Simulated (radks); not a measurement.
Q: The mean radii <r> (bohr) of the occupied orbitals of an atom or ion are listed with their occupations. Calculated with a radial shooting solver on a logarithmic mesh with Libxc functionals: scalar-relativistic Kohn-Sham, LDA (Slater exchange, Perdew-Wang correlation), spin-unpolarised, spherical densities, point nucleus.

orbital  occ.      <r>
1s          2  0.02113
2s          2  0.08983
2p          6  0.07949
3s          2   0.2348
3p          6   0.2336
3d         10   0.2123
4s          2   0.5279
4p          6   0.5582
4d         10   0.6013
5s          2    1.221
5p          6    1.388
4f          7   0.7294
6p          2    3.222

Name the element and its charge.

A: Z = 66, dysprosium, charge +3: Dy3+ in [Xe] 4f7 6p2. The 1s radius gives Z: for a bare nucleus <r> = (2 gamma + 1)/(2Z) with gamma = sqrt(1 - (Z/c)^2), 0.02085 bohr for Z = 66, and screening makes it slightly larger (0.02113 here). The occupations add up to 63, and the charge is Z minus that.
